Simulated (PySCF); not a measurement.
O4Ru, triplet, geometry from GFN2-xTB (such geometries of metal compounds can be far from the true shape) (the multiplicity is a formal guess) (core potentials on Ru); PySCF with DF-SVWN5/def2-TZVPP.

Input for PySCF:
```python
from pyscf import gto, scf, dft

mol = gto.Mole()
mol.atom = '''
    Ru    0.01430486   -0.02340224   -0.12950598
    O     1.17675629    0.70822560   -0.92296003
    O     0.49309506   -0.54979544    1.45089418
    O    -0.98119096   -1.02816347   -0.84754838
    O    -0.76733713    0.99844565    1.03189713
'''
mol.basis = 'def2-tzvpp'
mol.ecp = {'Ru': 'def2-tzvpp'}
mol.spin = 2
mol.verbose = 4
mol.build()

mf = dft.UKS(mol)
mf.xc = 'lda,vwn'
mf = mf.density_fit(auxbasis='def2-universal-jkfit')
mf.kernel()
```

### Question
What does PySCF print? Leave out banner, timings and long lists.

### Answer

```
PySCF version 2.14.0

[INPUT] verbose = 4
[INPUT] num. atoms = 5
[INPUT] num. electrons = 48
[INPUT] charge = 0
[INPUT] spin (= nelec alpha-beta = 2S) = 2
[INPUT] symmetry False subgroup None
[INPUT] Mole.unit = angstrom
[INPUT] Symbol           X                Y                Z      unit          X                Y                Z       unit  Magmom
[INPUT]  1 Ru     0.014304860000  -0.023402240000  -0.129505980000 AA    0.027032267650  -0.044223824301  -0.244730833693 Bohr   0.0
[INPUT]  2 O      1.176756290000   0.708225600000  -0.922960030000 AA    2.223747103459   1.338352418406  -1.744141680620 Bohr   0.0
[INPUT]  3 O      0.493095060000  -0.549795440000   1.450894180000 AA    0.931814616776  -1.038962806135   2.741792635925 Bohr   0.0
[INPUT]  4 O     -0.981190960000  -1.028163470000  -0.847548380000 AA   -1.854182190299  -1.942947369582  -1.601634315519 Bohr   0.0
[INPUT]  5 O     -0.767337130000   0.998445650000   1.031897130000 AA   -1.450057020910   1.886788828763   1.950002964425 Bohr   0.0

nuclear repulsion = 241.256189733457
number of shells = 60
number of NR pGTOs = 260
number of NR cGTOs = 180
basis = def2-tzvpp
ecp = {'Ru': 'def2-tzvpp'}

******** <class 'pyscf.df.df_jk.DFUKS'> ********
method = DFUKS
initial guess = minao
damping factor = 0
level_shift factor = 0
DIIS = <class 'pyscf.scf.diis.CDIIS'>
diis_start_cycle = 1
diis_space = 8
diis_damp = 0
SCF conv_tol = 1e-09
SCF conv_tol_grad = None
SCF max_cycles = 50
direct_scf = False
number electrons alpha = 25  beta = 23
XC library pyscf.dft.libxc version 7.1.2
    S. Lehtola, C. Steigemann, M. J. T. Oliveira, and M. A. L. Marques,  SoftwareX 7, 1–5 (2018)
XC functionals = lda,vwn
    P. A. M. Dirac,  Math. Proc. Cambridge Philos. Soc. 26, 376 (1930)
    F. Bloch,  Z. Phys. 57, 545 (1929)
    S. H. Vosko, L. Wilk, and M. Nusair,  Can. J. Phys. 58, 1200 (1980)
radial grids:
    Treutler-Ahlrichs [JCP 102, 346 (1995); DOI:10.1063/1.469408] (M4) radial grids

becke partition: Becke, JCP 88, 2547 (1988); DOI:10.1063/1.454033
pruning grids: <function nwchem_prune>
grids dens level: 3
symmetrized grids: False
atomic radii adjust function: <function treutler_atomic_radii_adjust>
small_rho_cutoff = 0
Set gradient conv threshold to 3.16228e-05
tot grids = 78504
init E= -386.227598458028

cycle= 1 E= -393.367357519754  delta_E= -7.14  |g|= 0.825  |ddm|= 3.54
cycle= 2 E= -391.610207681486  delta_E= 1.76  |g|= 2.41  |ddm|= 1.43
cycle= 3 E= -393.469481626986  delta_E= -1.86  |g|= 0.602  |ddm|= 1.25

cycle= 4 E= -393.557031643872  delta_E= -0.0876  |g|= 0.348  |ddm|= 0.46
cycle= 5 E= -393.569376901784  delta_E= -0.0123  |g|= 0.299  |ddm|= 0.308
cycle= 6 E= -393.604270480355  delta_E= -0.0349  |g|= 0.0178  |ddm|= 0.159
cycle= 7 E= -393.604379532177  delta_E= -0.000109  |g|= 0.0089  |ddm|= 0.0147
cycle= 8 E= -393.604408072896  delta_E= -2.85e-05  |g|= 0.00283  |ddm|= 0.00425
cycle= 9 E= -393.604411534737  delta_E= -3.46e-06  |g|= 0.000783  |ddm|= 0.00237
cycle= 10 E= -393.604411381452  delta_E= 1.53e-07  |g|= 0.00112  |ddm|= 0.000875
cycle= 11 E= -393.604411843034  delta_E= -4.62e-07  |g|= 0.000216  |ddm|= 0.000588
cycle= 12 E= -393.60441184888  delta_E= -5.85e-09  |g|= 0.000196  |ddm|= 0.000226
cycle= 13 E= -393.604411863857  delta_E= -1.5e-08  |g|= 3.96e-05  |ddm|= 0.000107
cycle= 14 E= -393.604411864543  delta_E= -6.86e-10  |g|= 2.57e-06  |ddm|= 2.35e-05
Extra cycle  E= -393.604411864525  delta_E= 1.77e-11  |g|= 7.09e-06  |ddm|= 5.58e-06
converged SCF energy = -393.604411864525  <S^2> = 2.0108838  2S+1 = 3.0072471
```
